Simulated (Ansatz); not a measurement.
`[OH][Hf]([OH])([OH])[SH]` and `[OH][Hf]([OH])([OH])[Br]` differ in one atom or group.

Ansatz, PBE0-D4/def2-TZVP geometries, multiplicity 1. Each molecule was computed in one conformer, which needn't be the lowest.

Elements past krypton have def2 core potentials. Scalar relativity is left out up to krypton.

```tsv
property	`[OH][Hf]([OH])([OH])[SH]`
size of the dipole moment (PBE/def2-TZVPP) / D	3.28
HOMO–LUMO gap (PBE0/def2-TZVPP) / eV	6.83
HOMO–LUMO gap (ωB97M-V/def2-TZVPP) / eV	10.16
HOMO energy (PBE/def2-TZVPP) / eV	-5.74
LUMO energy (PBE/def2-TZVPP) / eV	-0.90
size of the dipole moment (ωB97M-V/def2-TZVPP) / D	3.40
```

Problem. Give the same properties after the change, and the shifts. (Estimate.)

Solution. Computed: 
| property | `[OH][Hf]([OH])([OH])[Br]` | shift |
| --- | --- | --- |
| size of the dipole moment (PBE/def2-TZVPP) / D | 3.80 | 0.52 |
| HOMO–LUMO gap (PBE0/def2-TZVPP) / eV | 7.84 | 1.01 |
| HOMO–LUMO gap (ωB97M-V/def2-TZVPP) / eV | 11.22 | 1.06 |
| HOMO energy (PBE/def2-TZVPP) / eV | -6.71 | -0.97 |
| LUMO energy (PBE/def2-TZVPP) / eV | -0.89 | 0.01 |
| size of the dipole moment (ωB97M-V/def2-TZVPP) / D | 3.92 | 0.52 |

The zero-point energy changes by -20.4 kJ/mol with -3 modes. Dipoles are sizes alone; their direction can turn.

Spin–orbit coupling is left out; it splits and shifts lone-pair levels of the heavy atoms by tenths of an eV.
